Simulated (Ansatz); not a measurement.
```yaml
crystal:
  periodic: [false, false, false]
  atoms:
    - {symbol: Ga, position_ang: [-1.117107, 0.896176, 0.396360]}
    - {symbol: Ga, position_ang: [1.398252, 0.351958, 0.359462]}
    - {symbol: Ga, position_ang: [-0.281145, -1.248135, -0.755823]}
basis:
  gaussian: {orbitals: def2-mTZVP}
total_charge: 2
magnetization: {spin_polarized: true, initial_magnetization: 1}
hamiltonian: {xc: {name: r2SCANh}}
output: {forces: true}
```

```sh
$ ansatz run in.yaml --threads 4 --pin off --events-out ev --progress --plain --max-ram 3916MiB
```

It prints (some lines left out):

```
Functional definition: r2SCANh
987 factors; integrals over basis functions are off by at most 5.8e-4 eV
mean field evaluation 1: about -157109.9082 eV, gradient 1.8e1 eV
mean field evaluation 2: about -157110.2981 eV, gradient 1.7e1 eV
mean field evaluation 4: about -157112.5717 eV, gradient 5.6e-1 eV
mean field evaluation 8: about -157112.5639 eV, gradient 6.4e-3 eV
mean field evaluation 16: about -157112.5639 eV, gradient 9.8e-6 eV
mean field evaluation 32: about -157112.0822 eV, gradient 3.7e0 eV
mean field -157112.56390192 eV, -5773.7802286747 hartree, gradient 9.8e-6 eV, S^2 0.754630; 5 other end points of the search recorded, 0 dependent functions left out
reference -157112.56391673 eV, -5773.7802292191 hartree; 46, 45 occupied and 62, 63 virtual orbitals, 987 factors
Total energy: -157112.56391673 eV, -5773.7802292191 hartree
Atom 0 at    -1.117107     0.896176     0.396360 Å, force    -0.930080     0.746216     0.330047 eV/Å
Atom 1 at     1.398252     0.351958     0.359462 Å, force     1.164102     0.293021     0.299268 eV/Å
Atom 2 at    -0.281145    -1.248135    -0.755823 Å, force    -0.234022    -1.039238    -0.629315 eV/Å
Dipole moment:     0.000004     0.000001     0.000001 e Å
```

Run time 13 s (4 threads of Arm Neoverse V1 on a shared host).

The dipole of an ion depends on the origin.
